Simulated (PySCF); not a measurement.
## C$_{5}$H$_{8}$OSi: full NMR table

| Item | Value |
| --- | --- |
| Formula | C5H8OSi |
| SMILES | COC1=C[SiH2]C=C1 |
| Point group of the computed structure | Cs |
| Degrees of unsaturation | 3 |
| Carbon signals | 5 |
| Proton signals | 5 |

Atom-mapped SMILES (the numbers label the heavy atoms): `[CH3:1][O:2][C:3]1=[CH:4][SiH2:5][CH:6]=[CH:7]1`; H(Xn) means a hydrogen on atom n.

- NMR shieldings at PBE0/pcSseg-1/GIAO
- geometry: GFN2-xTB
- run in PySCF 2.14.0 with density-fitted response routines
- non-relativistic, isolated molecule, one computed conformer, one averaged value for each set of equivalent atoms

δ = σ(ref) − σ, references computed at the same level: TMS for ¹H (31.72 ppm), ¹³C (186.93 ppm), ²⁹Si (349.16 ppm); H2O for ¹⁷O (336.08 ppm).

| carbon | δC, type | δH (multiplicity) | HMBC from (2–3 bonds) | span of the C tensor (ppm) |
| --- | --- | --- | --- | --- |
| C1 | 56.7, CH3 | 3.87 (s) | – | 76 |
| C3 | 180.5, C | – | H(C7), H(C6), H(Si5), H(C4), H(C1) | 173 |
| C4 | 83.3, CH | 4.03 (t) | H(C7), H(C6), H(Si5) | 154 |
| C6 | 137.0, CH | 6.39 (m) | H(C7), H(Si5), H(C4) | 238 |
| C7 | 156.0, CH | 7.03 (d) | H(C6), H(Si5), H(C4) | 216 |

Other nuclei:
```csv
atoms,nucleus,environment,δ (ppm),σ (ppm)
H(Si5),¹H,"hydrogen on a silicon bonded to 2 C, in a 5-membered ring",4.73,26.98
Si5,²⁹Si,"silicon bonded to 2 C, 2 H, in a 5-membered ring",-43.4,392.5
O2,¹⁷O,ether oxygen,139.7,196.3
```

- Carbon types of the structure: 1 × C, 3 × CH, 1 × CH3, leaving 2 H on heteroatoms.
- δC 180.5: alkene carbon bearing oxygen; an sp2 carbon further deshielded by the attached heteroatom.
- δC 156.0, 137.0: alkene CH; as expected for a trigonal carbon in a double bond.
- δC 83.3: β carbon of an enol-ether or enamine type C=C; the O or N lone pair pushes π density onto this β carbon and shields it.
- δH 7.03, 6.39: hydrogen on an alkene CH; olefinic region.
- δH 3.87: hydrogen on a methyl carbon bonded to O; its carbon carries O, hence the downfield position.

Shifts are as computed. Against solution values, carbons near 30 ppm lie about +3 ppm off and those near 130 ppm about +5 ppm. Of 1211 compounds with measured shifts, 218 miss one by over three times the rms of a fit or turn the order of signals round; such compounds aren't used in these exercises. Experimental scales use liquid or dissolved standards, which lie at an offset from isolated H2O (liquid H2O: subtract about 36 ppm). Multiplicities follow the n + 1 count of equivalent neighbours, as no J values were calculated; m marks all less simple cases, F and P coupling included.
